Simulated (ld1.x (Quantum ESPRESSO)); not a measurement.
Scattering properties, PAW potential for manganese (Mn)

Mn (Z = 25), PAW, made with ld1.x (Quantum ESPRESSO) 7.5 (Wu–Cohen, fully relativistic). Core [Ne] 3s2, reference 3p6 3d5 4s0 4p0 (charge +2). Waves: 4s (bound, empty): rcut 1.95, rcutus 2.70 bohr; 4s channel at 1.15 Ry: rcut 1.95, rcutus 2.70 bohr; 3p (bound): rcut 1.20, rcutus 1.25 bohr; 4p (bound, empty): rcut 1.20, rcutus 1.25 bohr; 3d (bound): rcut 0.65, rcutus 0.90 bohr; 3d channel at -0.2 Ry: rcut 0.65, rcutus 0.90 bohr. Local part: all-electron potential smoothed inside 1.85 bohr (lloc = -1). Core correction: Bessel-smoothed model core inside 0.95 bohr. Augmentation charge: BESSEL, radius 0.65 bohr.

Open shells are filled in proportion to 2j + 1 (rel_dist='average').

The phase is arctan(r·u′/u) with u = r·R(r), unwrapped; energies in Ry, scanned from -7 to 5 Ry. A pole is an energy at which the radial function vanishes at the test radius. The pseudo phase is shifted by a multiple of π to meet the all-electron one at the reference energy, and phase errors are pseudo minus all-electron; the curves can meet again beyond the range given. Levels narrower than the energy grid can be missing from the lists of poles.

```tsv
channel	radius (bohr)	reference energy (Ry)	poles, all-electron	poles, pseudo	unbroken range about the reference energy with phases within 0.05 rad	phase error 1 Ry above the reference energy (rad)
s	2.97	-1.41	-0.41	-0.41, 1.78	below 1.7	-0.001
p1/2	2.97	-1.01	-5.36, 0.40	-5.36, 0.40	the whole range	+0.000
p3/2	2.97	-1.00	-5.28, 0.43	-5.28, 0.43	the whole range	+0.000
d3/2	2.97	-1.79	-1.73, 1.89	-1.73, 1.89	the whole range	+0.000
d5/2	2.97	-1.78	-1.72, 1.90	-1.72, 1.90	below 4.5	+0.000
```

The ghost test of this file was not conclusive.

Phases in the p1/2 channel:

| E (Ry) | all-electron | pseudo |
| --- | --- | --- |
| -7.00 | 1.427 | 1.427 |
| -6.74 | 1.424 | 1.424 |
| -6.48 | 1.420 | 1.420 |
| -6.22 | 1.415 | 1.415 |
| -5.96 | 1.410 | 1.410 |
| -5.70 | 1.404 | 1.404 |
| -5.44 | 1.380 | 1.380 |
| -5.18 | -1.738 | -1.738 |
| -4.92 | -1.748 | -1.748 |
| -4.66 | -1.757 | -1.757 |
| -4.40 | -1.765 | -1.765 |
| -4.14 | -1.775 | -1.775 |
| -3.88 | -1.786 | -1.786 |
| -3.62 | -1.799 | -1.799 |
| -3.36 | -1.814 | -1.814 |
| -3.10 | -1.833 | -1.833 |
| -2.84 | -1.856 | -1.856 |
| -2.58 | -1.886 | -1.886 |
| -2.32 | -1.928 | -1.928 |
| -2.06 | -1.988 | -1.988 |
| -1.80 | -2.085 | -2.085 |
| -1.54 | -2.264 | -2.264 |
| -1.28 | -2.660 | -2.660 |
| -1.02 | -3.464 | -3.464 |
| -0.76 | -4.118 | -4.118 |
| -0.50 | -4.406 | -4.406 |
| -0.24 | -4.548 | -4.548 |
| 0.02 | -4.632 | -4.632 |
| 0.28 | -4.691 | -4.691 |
| 0.54 | -4.736 | -4.736 |
| 0.80 | -4.774 | -4.774 |
| 1.06 | -4.811 | -4.810 |
| 1.32 | -4.847 | -4.847 |
| 1.58 | -4.888 | -4.888 |
| 1.84 | -4.938 | -4.938 |
| 2.10 | -5.004 | -5.004 |
| 2.36 | -5.103 | -5.102 |
| 2.62 | -5.274 | -5.271 |
| 2.88 | -5.624 | -5.617 |
| 3.14 | -6.329 | -6.316 |
| 3.40 | -7.016 | -7.008 |
| 3.66 | -7.351 | -7.346 |
| 3.92 | -7.514 | -7.511 |
| 4.18 | -7.607 | -7.605 |
| 4.44 | -7.668 | -7.666 |
| 4.70 | -7.710 | -7.709 |
| 4.96 | -7.743 | -7.742 |
